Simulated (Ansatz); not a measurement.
SiCl2(SiMe3)2 (C₆H₁₈Cl₂Si₃), relaxed as a singlet with RKS PBE0-D4/def2-SVP in Ansatz, starting from the GFN2-xTB geometry. Force threshold 0.03 eV/Å.

Start:

```csv
atom,x (Å),y (Å),z (Å)
Si1,1.017,0.109,-0.726
Cl2,1.829,-1.273,-2.037
Cl3,2.304,1.722,-0.890
Si4,1.277,-0.750,1.458
C5,3.015,-1.484,1.775
C6,0.951,0.649,2.718
C7,-0.033,-2.117,1.720
H8,3.110,-1.895,2.777
H9,3.783,-0.726,1.656
H10,3.232,-2.281,1.070
H11,1.643,1.473,2.576
H12,-0.055,1.046,2.614
H13,1.061,0.300,3.740
H14,-1.039,-1.733,1.584
H15,0.102,-2.934,1.018
H16,0.024,-2.534,2.721
Si17,-1.071,0.772,-1.607
C18,-2.080,1.544,-0.179
C19,-0.921,2.052,-3.020
C20,-2.012,-0.762,-2.248
H21,-3.060,1.867,-0.518
H22,-1.578,2.412,0.237
H23,-2.233,0.835,0.628
H24,-0.375,2.930,-2.687
H25,-0.384,1.637,-3.868
H26,-1.893,2.385,-3.375
H27,-1.468,-1.252,-3.050
H28,-2.153,-1.494,-1.458
H29,-2.994,-0.501,-2.630
```

Task: Estimate the energy that the relaxation releases and the steps that it takes.

Result: 25.6 kJ/mol, in 20 steps; 4.2 min on 4 threads of Arm Neoverse V1 on a shared host. The force fell under the threshold at step 4, but the optimiser went on and released 0.023 eV more. No frequencies were taken in this run, so the end may be a saddle point.

Task: Does the start keep its bonding?

Result: By distances, no bond broke or formed. The bond that changes most is Si1–Cl2, from 2.07 to 2.11 Å (atoms count from 1).

Task: Predict the relaxed structure.

Result: 
| atom | x (Å) | y (Å) | z (Å) |
| --- | --- | --- | --- |
| Si1 | 0.9354 | 0.2201 | -0.6051 |
| Cl2 | 1.8041 | -1.0592 | -2.0346 |
| Cl3 | 2.1098 | 1.9644 | -0.5033 |
| Si4 | 1.1966 | -0.8523 | 1.4618 |
| C5 | 3.0325 | -1.2192 | 1.6353 |
| C6 | 0.6024 | 0.3217 | 2.8093 |
| C7 | 0.1810 | -2.4387 | 1.4304 |
| H8 | 3.2515 | -1.7335 | 2.5851 |
| H9 | 3.6138 | -0.2846 | 1.6031 |
| H10 | 3.3742 | -1.8579 | 0.8061 |
| H11 | 1.1404 | 1.2806 | 2.7452 |
| H12 | -0.4753 | 0.5298 | 2.7164 |
| H13 | 0.7801 | -0.1044 | 3.8100 |
| H14 | -0.8958 | -2.2249 | 1.3411 |
| H15 | 0.4756 | -3.0672 | 0.5752 |
| H16 | 0.3338 | -3.0234 | 2.3523 |
| Si17 | -1.1283 | 0.8709 | -1.5039 |
| C18 | -1.9321 | 2.0908 | -0.3152 |
| C19 | -0.7455 | 1.6791 | -3.1577 |
| C20 | -2.1812 | -0.6750 | -1.7257 |
| H21 | -2.8715 | 2.4880 | -0.7330 |
| H22 | -1.2579 | 2.9399 | -0.1225 |
| H23 | -2.1662 | 1.6161 | 0.6508 |
| H24 | -0.0859 | 2.5491 | -3.0150 |
| H25 | -0.2277 | 0.9679 | -3.8198 |
| H26 | -1.6655 | 2.0180 | -3.6608 |
| H27 | -1.6480 | -1.4166 | -2.3413 |
| H28 | -2.4171 | -1.1439 | -0.7573 |
| H29 | -3.1332 | -0.4356 | -2.2269 |
Bond lengths: 6 × C–Si 1.88 Å; 2 × Cl–Si 2.11 Å; 2 × Si–Si 2.34 Å; 18 × C–H 1.10 Å.
